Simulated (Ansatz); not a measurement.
A geometry relaxed with B3LYP-D3(BJ)/def2-TZVP run with Ansatz (an electronic-structure program), charge 0, multiplicity 1:

```xyz
13

H     -1.4507     0.5444    -1.2751
H     -0.3605    -1.6686     1.6170
C      0.5724     0.4462    -0.3949
C     -0.4202     0.2771     0.6867
H     -1.1628    -1.6374     0.0459
H     -1.9852    -0.9850     1.4731
C     -1.0181    -1.0807     0.9731
H      3.1120    -0.6332    -0.2450
H     -0.8876     2.1047    -0.5238
Si     2.1079     0.1230    -1.0116
H     -0.2666     0.8943     1.5684
H      2.5373     0.5885    -2.3406
C     -0.7779     1.0267    -0.5730
```

Problem. Write the SMILES of this molecule.

Solution. `C[C@@H]1CC1=[SiH2]`
